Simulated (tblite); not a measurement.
Run record: tight-binding relaxation, `O1[SiH](C(=S)C)O[SiH2]O[SiH2]1`.

Computed with GFN2-xTB geometry optimisation, gas phase (tblite 0.8.0). Start geometry: from a force field or distance geometry. A driver script takes a list of jobs; this job's settings line and coordinates (Å) are shown.

Command:
```bash
OMP_NUM_THREADS=1 python probes_run.py task.json out
```

Input:
```
{"job": {"kind": "relax", "xc": "GFN2-xTB", "basis": "xTB"}, "charge": 0, "multiplicity": 1}
C      3.174700    -0.489900     0.091200
C      1.835300     0.050800     0.546000
S      1.692500     1.010100     1.914600
Si     0.284400    -0.427700    -0.408600
O     -0.816500    -1.307600     0.517000
Si    -2.274800    -0.866500     1.190100
O     -2.759600     0.541800     0.444900
Si    -1.958100     1.611000    -0.543700
O     -0.541200     0.870700    -1.024700
H      3.221400    -1.559000     0.317400
H      4.000100     0.014200     0.584500
H      3.270100    -0.348600    -0.986300
H      0.677300    -1.289700    -1.534800
H     -2.084100    -0.630700     2.639400
H     -3.273300    -1.924700     0.966100
H     -1.660200     2.852000     0.203500
H     -2.795100     1.906000    -1.733200
```

Task: Give the output.

Result: 
```
step      E/eV     max force
  0    -796.96786    1.696
  1    -797.09722    0.645
  2    -797.16178    0.870
  3    -797.20135    0.638
  4    -797.22565    0.322
  5    -797.24417    0.314
  6    -797.27206    0.705
  7    -797.30817    0.863
  8    -797.33570    0.506
  9    -797.34443    0.181
... (62 lines left out)
 72    -797.36884    0.014
 73    -797.36888    0.015
 74    -797.36892    0.013
 75    -797.36896    0.015
 76    -797.36900    0.014
 77    -797.36903    0.013
 78    -797.36906    0.013
 79    -797.36910    0.016
 80    -797.36914    0.013
 81    -797.36917    0.008
```

«max force» is the largest atomic force in eV/Å.

Task: From which step on does the largest force stay under 0.1 eV/Å, and how much energy is left to gain from there?

Result: From step 17 (0.085 eV/Å), 8.6 meV above the end.

Summary of the converged run: energy lowered by 9.3 kcal/mol over 81 steps; largest atomic force 0.008 eV/Å at the end.

Task: How long does this job take on one thread of an Arm Neoverse N1, on a shared host?

Result: About 1.5 s.
Labels such as C1 count atoms from 1, the log's own numbers from 0.
